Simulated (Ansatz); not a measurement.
Ansatz (a program for electronic structure) input:

Ansatz 0.2 input:
```yaml
crystal:
  periodic: [false, false, false]
  atoms:
    - {symbol: Si, position_ang: [-0.87912277, -0.03993122, -0.49622397]}
    - {symbol: C, position_ang: [-1.66116719, 1.64533956, -0.76622530]}
    - {symbol: C, position_ang: [-1.69739082, -0.94601489, 0.93582779]}
    - {symbol: O, position_ang: [0.71269455, 0.21782962, -0.12892573]}
    - {symbol: Si, position_ang: [2.14667662, -0.43508761, 0.31131073]}
    - {symbol: H, position_ang: [-2.72212440, 1.54769599, -1.00388290]}
    - {symbol: H, position_ang: [-1.17485376, 2.18152111, -1.58191574]}
    - {symbol: H, position_ang: [-1.56475699, 2.24676592, 0.14366903]}
    - {symbol: H, position_ang: [-1.23452493, -1.91781024, 1.11368085]}
    - {symbol: H, position_ang: [-1.60678845, -0.35240634, 1.85165914]}
    - {symbol: H, position_ang: [-2.75840907, -1.10734510, 0.73557053]}
    - {symbol: H, position_ang: [2.69020550, -1.27359500, -0.78286875]}
    - {symbol: H, position_ang: [1.98348638, -1.27708820, 1.52136527]}
    - {symbol: H, position_ang: [3.09180354, 0.66394036, 0.60529861]}
basis:
  gaussian:
    orbitals: def2-TZVPD
hamiltonian:
  xc: {name: PBE0}
magnetization: {spin_polarized: true, initial_magnetization: 1}
output: {forces: true}
```

Predict the final energy.

-735.54762 Eh (PBE0/def2-TZVPD). The basis has 281 functions.

It need not be the lowest isomer of its formula.
